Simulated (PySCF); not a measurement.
Gas-phase reaction: 2 GeHF₃ + 2 GeH₃ ⇌ 3 GeH₂F₂ + GeH₂. Level: M06-2X/def2-TZVP†; standard pressure 1 bar.

Energies from PySCF, thermal terms from the rigid-rotor harmonic-oscillator model, ideal gas at 1 bar. † marks an energy on the PBE0/def2-TZVP geometry and frequencies. Open shells (unrestricted): GeH₃ (multiplicity 2); the rest are closed-shell singlets. Ge: all electrons, no relativistic terms. GeHF₃, GeH₃, GeH₂F₂, GeH₂: computed as isolated molecules; such fragments, hydroxides, amides, oligomers or adducts are transient or little studied in the gas. The harmonic model lacks anharmonicity and excited electronic states, which grow with temperature; levels with a mode under 35 cm⁻¹ are left out.

| T (K) | 1000/T (1/K) | log10 K |
|---|---|---|
| 800 | 1.2500 | 4.66 |
| 1000 | 1.0000 | ? |
| 1200 | 0.8333 | 3.09 |
| 1400 | 0.7143 | 2.64 |
| 1600 | 0.6250 | 2.30 |
| 1800 | 0.5556 | 2.03 |

Problem. Fit log10 K = a + b·(1000/T) to the five rows, get the mean ΔH° and ΔS°, and predict log10 K at 1000 K.

Solution. Means: 1000/T = 0.7956, log10 K = 2.944. Sums of products about the means: Sxy = 1.13920, Sxx = 0.301215, so b = Sxy/Sxx = 3.78 and a = 2.944 − (3.78)×0.7956 = -0.06.
ΔH° = −R ln 10 × 1000 K × b = −19.145 × (3.78) = -72 kJ; ΔS° = R ln 10 × a = -1 J/K. The run's own values go from -72 kJ and -1 J/K at 800 K to -73 kJ and -1 J/K at 1800 K.
Prediction at 1000 K: -0.06 + (3.78)×1.0000 = 3.72. The computed value is 3.71, 0.01 from the line.
For scale, ΔH°(298 K) is -70 kJ at this level, -92 kJ at ωB97M-V/def2-TZVP†, and runs from -298 to -31 kJ over the 20 levels computed.
